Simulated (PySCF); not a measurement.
Al(Cl)(F)(NHMe) (CH4AlClFN), SMILES [NH]([Al]([F])[Cl])C. Coordinates come from a PBE0-D3(BJ)/def2-SVP optimisation. The structure was generated by enumeration; whether it is a known compound was not checked. One conformer was computed; it need not be the lowest.

Question: Give the equilibrium geometry at PBE0-D3(BJ)/def2-SVP (PySCF confirms it by a frequency run) as bond lengths and angles, and its point group. (An estimate is asked for; the answer gives what the named calculation found.)

Answer: Several could match; the one computed here: point group Cs.
Atoms: Al1 Cl2 F3 N4 C5 H6 H7 H8 H9. Bonded distances (Å): Al1–Cl2 2.087, Al1–F3 1.658, Al1–N4 1.755, N4–C5 1.447, N4–H6 1.015, C5–H7 1.105, C5–H8 1.105, C5–H9 1.100. Angles (°): Cl2–Al1–F3 119.2, Cl2–Al1–N4 121.0, F3–Al1–N4 119.8, Al1–N4–C5 128.1, Al1–N4–H6 119.1, C5–N4–H6 112.9, N4–C5–H7 112.5, N4–C5–H8 112.5, N4–C5–H9 110.1, H7–C5–H8 107.5, H7–C5–H9 107.0, H8–C5–H9 107.0.
